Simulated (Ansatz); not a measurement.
Calculated with Ansatz (gas phase, PBE0-D4/def2-TZVP geometries, no zero-point term in ΔE). CCSD(T)/CBS adds triple-zeta CCSD(T) − MP2 to the extrapolated MP2 energy (def2 sets, frozen cores). This one scheme is used for every species. DFT in def2-TZVPP. One conformer a species, not always the lowest.

Consider the formal hydrolysis of the Si–S bond: `S[SiH]1[SiH2][SiH2]1` + H₂O → `O[SiH]1[SiH2][SiH2]1` + H₂S.

Task: Is it downhill or uphill in electronic energy at CCSD(T)/CBS, and by how much? (Best estimate.)

Result: Computed: Downhill: ΔE = -1.8 kcal/mol.

Task: What do these levels give: LDA (SPW92), PBE-D4, BLYP-D4, PBE, r2SCAN0, BHLYP, LC-ωPBE, MP2/def2-SVP, HF/def2-TZVPP, SCS-MP2/def2-TZVPP, CCSD(T)/def2-TZVPP, CCSD/CBS(def2)? (Best estimate.)

Result: The calculation gave: LDA (SPW92) -2.3, PBE-D4 -0.6, BLYP-D4 -3.3, PBE -1.7, r2SCAN0 -2.6, BHLYP -5.7, LC-ωPBE -3.1, MP2/def2-SVP -1.9, HF/def2-TZVPP -6.9, SCS-MP2/def2-TZVPP -3.5, CCSD(T)/def2-TZVPP -3.2, CCSD/CBS(def2) -2.6 kcal/mol.

Largest T1 diagnostic among the species: 0.015.

Leaving LDA and LC-ωPBE aside and taking each functional with its dispersion term where it has one, the values, not all of them listed here, spread over 5.1 kcal/mol, from CAM-B3LYP-D4 to revPBE-D4. The D4 term adds +1.8 kcal/mol with B3LYP and +1.0 kcal/mol with PBE0; it sums over pairs of atoms, weighted by their polarisabilities, and B3LYP, whose exchange is more repulsive, gets the larger term. At CCSD(T), def2-SVP lies −0.8 kcal/mol from the extrapolated value and def2-TZVPP −1.4 kcal/mol.

B3LYP here is the variant with VWN-RPA as its local correlation; programs differ in this.
